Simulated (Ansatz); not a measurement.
Computed with Ansatz.

BrH₄Si₂, SMILES `[SiH3][SiH]Br` radical at its PBE0-D4/def2-TZVP geometry, where that method's forces vanish. The species carries charge 0 and has multiplicity 2.

```
atom   x (Å)   y (Å)   z (Å)
 Si1   0.532   0.550  -0.671
 Si2  -1.125  -0.618   0.487
 Br3  -0.919  -0.255   2.675
  H4   0.372   1.998  -0.383
  H5   0.345   0.306  -2.126
  H6   1.895   0.112  -0.267
  H7  -1.100  -2.094   0.283
```

For each bond, give half the difference of the two atoms' forces along it (eV/Å; positive pushes the atoms apart) under PBE-D4, r2SCAN-D4, B3LYP-D4, ωB97M-V in def2-TZVPP. (Best estimate.)

The calculation gave: 
```tsv
bond	length (Å)	PBE-D4	r2SCAN-D4	B3LYP-D4	ωB97M-V
Si1–Si2	2.334	-0.08	-0.02	0.10	0.08
Si1–H4	1.485	0.10	-0.01	-0.07	-0.10
Si1–H5	1.487	0.09	-0.02	-0.07	-0.10
Si1–H6	1.488	0.10	0.00	-0.07	-0.12
Si2–Br3	2.228	0.21	0.07	0.26	0.05
Si2–H7	1.491	0.14	-0.02	-0.11	-0.14
```

B3LYP here is the variant with VWN-RPA as its local correlation; programs differ in this.
